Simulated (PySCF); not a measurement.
Ionisation energy of Tc(2+) by level of theory

Tc(2+) [Kr] 4d5 (6S) → Tc(3+) [Kr] 4d4 (5D), as a difference of total energies. Calculation: PySCF 2.14, in def2-SVP with the def2 core potential (28 electrons) (5s3p2d1f, 31 functions); scalar relativity through the core potential. Correlated levels: valence: 4s2 4p6 frozen. The calculations carry no spin-orbit coupling.

| method | ionisation energy (eV) | difference from reference (eV) |
| --- | --- | --- |
| UHF | 29.056 | -0.494 |
| PBE | 30.066 | +0.516 |
| B3LYP | 29.941 | +0.391 |
| MP2 (valence) | 29.477 | -0.073 |
| SCS-MP2 (valence) | 29.196 | -0.354 |

Reference: 29.55 eV (semi-empirical (NIST evaluation); NIST Atomic Spectra Database, ionization energies).

The reference lies between the lowest fine-structure levels, while these numbers refer to the centres of the terms.

Errors of the correlated levels include the incompleteness of this basis and the frozen core.
